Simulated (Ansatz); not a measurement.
CF3O3S, charge -1, singlet, geometry from GFN2-xTB (a gas-phase anion, which may not be bound at this level). Base run: SVWN5/6-311G** (Ansatz, a quantum-chemistry and plane-wave program).

Ansatz was given this input:
Ansatz 0.2 input:
```yaml
crystal:
  periodic: [false, false, false]
  atoms:
    - {symbol: O, position_ang: [1.43759940, -0.31893974, 1.17113549]}
    - {symbol: S, position_ang: [0.92357543, -0.03591358, -0.15049648]}
    - {symbol: O, position_ang: [1.20167442, 1.28840781, -0.66027026]}
    - {symbol: O, position_ang: [1.03510126, -1.11234754, -1.10960410]}
    - {symbol: C, position_ang: [-0.92892797, 0.03612172, 0.15136868]}
    - {symbol: F, position_ang: [-1.26275110, 0.99198614, 1.03329425]}
    - {symbol: F, position_ang: [-1.40924817, -1.11942013, 0.63811600]}
    - {symbol: F, position_ang: [-1.61673848, 0.29420318, -0.97256107]}
basis:
  gaussian:
    orbitals: 6-311G__.json
hamiltonian:
  xc: {name: SVWN5}
total_charge: -1
```
The basis file holds 6-311G** in the JSON format of the Basis Set Exchange.

Each row names what was changed in the base input (with any setting that the change needs).

| change | ΔE vs base (mEh) |
|---|---|
| base | 0.000 |
| lower_state_search = light | 0.000 |
| final_grid = 10, 20, 41 | 0.000 |
| point_charge = charge:1.0 position_ang:2.551, 4.0836, 0.8996 | -120.8 |
| final_grid = 14, 28, 59 | 0.000 |
| fitting.mean_field = def2-universal-JKFIT | -0.108 |
| fitting.mean_field = cc-pVTZ-JKFIT | -0.094 |
| point_charge = charge:-1.0 position_ang:-1.1062, 0.9013, -4.7288 | 100.3 |
| lower_state_search = full | 0.000 |
| point_charge = charge:0.5 position_ang:3.7865, -2.4939, -1.7711 | -64.877 |
| accuracy = high | 0.002 |

A gas-phase anion may not be bound at this level; its values then depend on the basis.
